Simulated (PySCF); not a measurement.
Species: C6H13As.
Geometry (PBE0-D3(BJ)/def2-SVP, Å), atoms numbered from 1 in this order:
```xyz
20
C6H13As angstrom
C     -2.8661   -0.4344    0.8916
C     -2.4064    0.1024   -0.4229
C     -1.1957   -0.0590   -0.9771
C     -0.0354   -0.7878   -0.3888
As     1.0319    0.3931    0.8099
C      1.5817    1.6899   -0.5595
C      2.6807   -0.6801    0.8065
H     -2.0831   -0.9986    1.4171
H     -3.1862    0.3838    1.5580
H     -3.7411   -1.0949    0.7673
H     -3.1434    0.6879   -0.9852
H     -1.0177    0.4218   -1.9457
H      0.6341   -1.1688   -1.1761
H     -0.3512   -1.6438    0.2273
H      2.3342    2.3702   -0.1346
H      2.0046    1.1930   -1.4462
H      0.7086    2.2869   -0.8603
H      3.4893   -0.1096    1.2873
H      2.9888   -0.9477   -0.2159
H      2.5203   -1.6006    1.3871
```

Method used: PySCF 2.14.0, PBE0-D3(BJ)/def2-SVP geometry optimisation, gas phase.

Masses are those of the commonest isotopes; rigid-rotor values at the optimised geometry. The values belong to one conformer with, in the numbering `[CH3:1]/[CH:2]=[CH:3]\[CH2:4][As:5]([CH3:6])[CH3:7]`, C2–C3–C4–As5 -86°, C3–C4–As5–C6 -63°.

**Question.** Give the principal moments of inertia and the rotational constants in MHz.

**Answer.** Ia = 151.92, Ib = 513.10, Ic = 551.68 u·Å²; 505379 MHz·u·Å²/I gives A = 3327, B = 985.0, C = 916.1 MHz.

**Question.** Classify the top.

**Answer.** A near-prolate asymmetric top: κ = (2 × 985.0 − 3327 − 916.1)/(3327 − 916.1) = -0.94.

**Question.** Is it planar, by Δ = Ic − Ia − Ib?

**Answer.** Not planar: Δ = Ic − Ia − Ib = -113.34 u·Å². For a rigid frame Δ = −2 Σ m c², so Σ m c² = 56.67 u·Å² lies off the ab plane: 15.45 from hydrogen and 41.21 from heavier atoms. The atom farthest from that plane is 2.02 Å away.

**Question.** Which types of transition are allowed, and where do some lines up to J = 5 fall?

**Answer.** The dipole components are |μa| = 0.30 D, |μb| = 0.20 D, |μc| = 0.65 D. The squared components, which scale the intensities, stand as 0.22 : 0.10 : 1.00 (a : b : c). Some lines, for components of 0.1 D or more:

```tsv
type	branch	J(Ka,Kc)	MHz	lower level (cm⁻¹)
a	Q	5(1,4) ← 5(1,5)	1033	1.013
c	Q	3(1,3) ← 3(0,3)	2176	0.380
b	Q	1(1,0) ← 1(0,1)	2411	0.063
b	Q	4(1,3) ← 4(0,4)	2739	0.633
a	R	2(0,2) ← 1(0,1)	3801	0.063
b	Q	5(2,3) ← 5(1,4)	6670	1.047
a	R	4(1,4) ← 3(1,3)	7463	0.453
a	R	4(3,1) ← 3(3,0)	7607	1.094
a	R	4(1,3) ← 3(1,2)	7739	0.467
b	R	4(1,4) ← 3(0,3)	9639	0.380
a	R	5(1,4) ← 4(1,3)	9671	0.725
b	Q	4(3,1) ← 4(2,2)	11863	0.952
b	R	4(2,3) ← 3(1,2)	14526	0.467
b	R	4(2,2) ← 3(1,3)	14961	0.453
c	Q	4(4,1) ← 4(3,1)	16630	1.348
c	R	5(2,4) ← 4(1,4)	16977	0.702
b	R	3(3,1) ← 2(2,0)	17583	0.507
c	R	3(3,1) ← 2(2,1)	17585	0.507
b	Q	5(5,0) ← 5(4,1)	21382	2.219
b	R	4(4,0) ← 3(3,1)	24237	1.094
c	R	5(4,2) ← 4(3,2)	26139	1.348
```

**Question.** Estimate the classical rotational partition function at 25 K, 100 K and 200 K.

**Answer.** Point group C1, symmetry number σ = 1; q = (√π/σ)·√((kT/h)³/(ABC)), k/h = 20836.6 MHz/K: 12200 at 25 K, 97300 at 100 K, 275000 at 200 K.

No frequency check. These are rigid-rotor constants of the computed structure; measured ground-state constants (B0) also hold zero-point vibration. A rigid rotor knows nothing of internal rotation, which can split or shift real lines. Quadrupole hyperfine structure (75As) is left out.

Time: 5.0 min wall; peak memory 0.87 GiB. Hardware: one thread of an Arm Neoverse N1, shared host. That covers the optimisation of the geometry.
